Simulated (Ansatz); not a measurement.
Ideal-gas functions of `S=C=[Se]` at 298.15 K and 1 bar, from an Ansatz frequency run at PBE0-D4/def2-TZVP.

Molar mass 123.04 g/mol, point group C∞v (symmetry number 1), electronic degeneracy 1, moments of inertia 245.18 u Å². Harmonic wavenumbers (cm⁻¹, unscaled): 369, 369, 533, 1497.

Use S(trans) = R[1.5 ln M + 2.5 ln T − 1.1517]; rotational temperatures θ = 24.2544 K / I; S(rot) = R[ln(T/σθ) + 1]; for each mode x = 1.438777 ν̃/T, S = R[x/(eˣ − 1) − ln(1 − e⁻ˣ)] and H = RT x/(eˣ − 1); 1 cm⁻¹ = 0.0119627 kJ/mol; R = 8.31446 J/(mol·K).

Question: By hand: the entropy, in J/(mol·K).

Answer: Translation 168.9. Rotation: θ = 0.0989 K, giving 74.9. Vibration, mode by mode: 4.54, 4.54, 2.43, 0.05, in all 11.5. Electronic 0.0. Sum 255.3 J/(mol·K).

Question: By hand: H − E and G − E in kJ/mol, counted from the electronic energy.

Answer: Zero-point energy ½ × 2768 × 0.0119627 = 16.6; thermal vibration 2.3; translation, rotation and pV give 3.5 RT = 8.7. H − E = 27.6 kJ/mol, and G − E = 27.6 − 298.15 × 255.3/1000 = -48.5 kJ/mol.

Vibration gives 5 % of the entropy.
